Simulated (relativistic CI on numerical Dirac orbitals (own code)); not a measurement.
# Ligand-field terms of d9

Computed with a parametric ligand-field model of a d^n configuration (Racah B and C, spin-orbit zeta, crystal field), exact diagonalisation.

Field parameters in Wybourne normalisation: D3d B²₀ = −7Dσ, B⁴₀ = −14Dq − 21Dτ, B⁴₃ = −14√(10/7) Dq; D4h B²₀ = −7Ds, B⁴₀ = 21(Dq − Dt), B⁴₄ = 21√(5/14) Dq; Oh B⁴₀ = 21Dq, B⁴₄ = √(5/14) B⁴₀. The field is a parameter set, without covalency.

Problem. Ground term and bands for B = 370, C = 1790, ζ = 0 cm⁻¹, Oh, 10Dq = 5000 cm⁻¹?

Solution. Ground term 2E with 3.00 electrons in the two orbitals of the cubic e set. Spin-allowed: 2T2 5000 cm⁻¹ (2000 nm). Lowest spin-forbidden: none.

Problem. Ground term and bands for B = 810, C = 4020, ζ = 0 cm⁻¹, D4h, 10Dq = 16400, Ds = -1500, Dt = 560 cm⁻¹?

Solution. Ground term 2A1 with 3.00 electrons in the two orbitals of the cubic e set. Spin-allowed: 2B1 3200 cm⁻¹ (3125 nm), 2E 12300 cm⁻¹ (813 nm), 2B2 19600 cm⁻¹ (510 nm). Lowest spin-forbidden: none.

Problem. Ground term and bands for B = 770, C = 3380, ζ = 0 cm⁻¹, D3d, 10Dq = 39250, Dσ = 1200, Dτ = 250 cm⁻¹?

Solution. Ground term 2E with 3.00 electrons in the two orbitals of the cubic e set. Spin-allowed: 2E 38530 cm⁻¹ (260 nm), 2A1 43765 cm⁻¹ (228 nm). Lowest spin-forbidden: none.

Problem. Ground term and bands for B = 810, C = 3220, ζ = 0 cm⁻¹, Oh, 10Dq = 10600 cm⁻¹?

Solution. Ground term 2E with 3.00 electrons in the two orbitals of the cubic e set. Spin-allowed: 2T2 10600 cm⁻¹ (943 nm). Lowest spin-forbidden: none.

Problem. Ground term and bands for B = 470, C = 1710, ζ = 0 cm⁻¹, Oh, 10Dq = 31850 cm⁻¹?

Solution. Ground term 2E with 3.00 electrons in the two orbitals of the cubic e set. Spin-allowed: 2T2 31850 cm⁻¹ (314 nm). Lowest spin-forbidden: none.
